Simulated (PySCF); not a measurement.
A structure optimised at PBE0-D3(BJ)/def2-SVP, used in a PySCF frequency run:

```xyz
10

In    -0.0410    -0.2421     0.0000
C     -0.7379     1.7651     0.0000
C      0.0868     2.8170     0.0000
H     -1.8206     1.9367     0.0000
H     -0.2916     3.8472     0.0000
H      1.1782     2.7166     0.0000
O     -1.2383    -1.8355     0.0000
H     -0.7238    -2.6511     0.0000
O      1.8727    -0.8364     0.0000
H      2.4991    -0.1046     0.0000
```

**Question.** Write its SMILES, formula and point group.

**Answer.** C=[CH][In]([OH])[OH], C2H5InO2, Cs

**Question.** What are its rotational constants (standard atomic weights)?

**Answer.** 5.0995, 2.1301, 1.5025 GHz
